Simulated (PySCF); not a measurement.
# What each rung costs, and what it gives

Saddle point of AlAsH₆, closed shell (AlH₃ + AsH₃ → AlAsH₄ ([AlH2][AsH2]) + H₂; bonds formed: Al1–As6, H2–H5; bonds broken: Al1–H2, H5–As6), PBE0-D4/def2-TZVP structure:

```
8
angstrom
Al -0.2883 -0.9132 -0.3893
H 1.1786 -0.6856 -1.2113
H -1.4703 -0.7357 -1.4149
H -0.0945 -1.8881 0.8305
H 0.9604 0.2612 -0.6454
As 0.3022 1.6275 0.4541
H -1.1977 1.3963 0.6021
H 0.6096 0.9374 1.7743
```

Barriers are electronic and count from the start structure reached by relaxing down the imaginary mode.

PySCF 2.14 with density fitting (its default auxiliary sets; JK sets also for MP2 and CCSD(T)); basis: as named in each row; cores frozen in the correlated methods. Filled d shells of the heavier atoms are correlated. The def2 sets are not built for correlating such inner shells, so the correlated values are less sure here. B3LYP uses VWN-RPA correlation. Extrapolation: Hartree–Fock as exp(−7.88 √X), correlation as X^−2.97.

Times are rough, for one single point on 4 threads of a shared host (Arm Neoverse V2).

The estimate by CCSD(T) at an estimated basis limit (MP2 extrapolated from triple and quadruple zeta, plus CCSD(T) − MP2 in triple zeta) is 76.7 kJ/mol.

```tsv
method	basis	time (s)	barrier (kJ/mol)	method less estimate
HF	STO-3G	under 1	222.9	146.3
B3LYP-D4	6-31G	2	94.6	18.0
PBE-D4	def2-SVP	3	47.7	-29.0
PBE0-D4	def2-SVP	3	60.5	-16.1
MP2	def2-QZVPP	4	74.1	-2.5
SPW92	def2-TZVPP	5	30.4	-46.3
B3LYP-D4	def2-TZVPP	7	72.6	-4.1
BHLYP-D4	def2-TZVPP	7	89.2	12.6
PBE0-D4	def2-TZVPP	7	59.6	-17.0
PBE-D4	def2-TZVPP	7	47.5	-29.1
BLYP-D4	def2-TZVPP	7	64.2	-12.5
CAM-B3LYP-D4	def2-TZVPP	7	81.7	5.0
CCSD(T)	def2-SVP	12	92.5	15.8
r2SCAN-D4	def2-TZVPP	15	53.5	-23.2
wB97M-V	def2-TZVPP	110	81.6	4.9
CCSD(T)	def2-TZVPP	180	82.9	6.3
```

All methods are single points on the PBE0-D4 structures.

No T1 diagnostic of these runs exceeds 0.012.

Labels in which every atom is bracketed show which atoms are joined, not bond orders.
